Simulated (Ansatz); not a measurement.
Calculated with Ansatz (gas phase, PBE0-D4/def2-TZVP geometries, no zero-point term in ΔE). CCSD(T)/CBS is the MP2 limit (def2-TZVPP, def2-QZVPP) plus CCSD(T) − MP2 in def2-TZVPP, frozen cores. This one scheme is used for every species. Functionals use def2-TZVPP. B3LYP here is the variant with VWN-RPA as its local correlation; programs differ in this. Each species was taken in one conformer, which may not be the lowest.

Consider the cleavage of the Si–Si bond: `CO[Si@@H](N)[Si@H](N)F` + CH₃SH → `CS[SiH](N)F` + `CO[SiH2]N`.

`CO[Si@@H](N)[Si@H](N)F`:

Z-matrix (Å, degrees):
```
C
O 1 1.408
H 1 1.095 2 111.4
H 1 1.092 2 108.4 3 119.4
H 1 1.098 2 112.0 3 -121.1
Si 2 1.656 1 122.3 3 64.9
Si 6 2.347 2 108.5 1 64.0
N 6 1.708 2 116.3 1 -54.9
H 6 1.482 2 102.8 1 -174.0
N 7 1.699 6 108.0 2 35.5
F 7 1.622 6 106.0 2 -86.8
H 7 1.486 6 117.6 2 157.5
H 8 1.006 6 123.6 2 -72.0
H 8 1.006 6 121.7 2 89.4
H 10 1.006 7 123.9 6 166.6
H 10 1.006 7 121.9 6 -29.4
```

CH₃SH:

Cartesian coordinates in Å:
```
C 0.026 0.151 0.467
S 0.471 0.153 -1.284
H -1.022 0.409 0.614
H 0.642 0.917 0.937
H 0.248 -0.808 0.935
H -0.366 -0.823 -1.668
```

`CS[SiH](N)F`:

```xyz
11

C    -2.109    0.315    0.223
S    -0.884   -1.006   -0.016
Si    0.915    0.082    0.174
N     2.118   -0.859   -0.546
F     0.666    1.516   -0.504
H    -2.078    0.698    1.243
H    -3.086   -0.133    0.045
H    -1.949    1.125   -0.485
H     1.335    0.397    1.557
H     3.082   -0.810   -0.264
H     1.990   -1.326   -1.427
```

`CO[SiH2]N`:

```xyz
11

C    -0.049    0.452    1.670
O    -0.936   -0.039    0.695
Si   -0.611    0.028   -0.917
N     0.756   -0.840   -1.453
H     0.883   -0.124    1.690
H     0.199    1.507    1.497
H    -0.529    0.368    2.647
H    -0.345    1.441   -1.301
H    -1.834   -0.532   -1.530
H     1.662   -0.414   -1.543
H     0.805   -1.845   -1.455
```

(1) Is it downhill or uphill in electronic energy at CCSD(T)/CBS, and by how much? (Best estimate.)

(2) What do these levels give: B3LYP, MP2/def2-TZVPP, HF/def2-QZVPP, MP2/def2-QZVPP, HF/CBS(def2), MP2/CBS(def2)? (Estimate.)

Largest T1 diagnostic among the species: 0.012.

Results:

(1) The calculation gave: Downhill: ΔE = -20.0 kcal/mol.

(2) Ansatz gave: B3LYP -19.2, MP2/def2-TZVPP -21.7, HF/def2-QZVPP -22.5, MP2/def2-QZVPP -22.1, HF/CBS(def2) -22.5, MP2/CBS(def2) -22.2 kcal/mol.

The D4 term adds +1.0 kcal/mol with B3LYP and +0.7 kcal/mol with PBE0; it sums over pairs of atoms, weighted by their polarisabilities, and B3LYP, whose exchange is more repulsive, gets the larger term. From PBE to PBE0 (25 % exact exchange), in def2-TZVPP and without D4, ΔE moves by −1.4 kcal/mol.
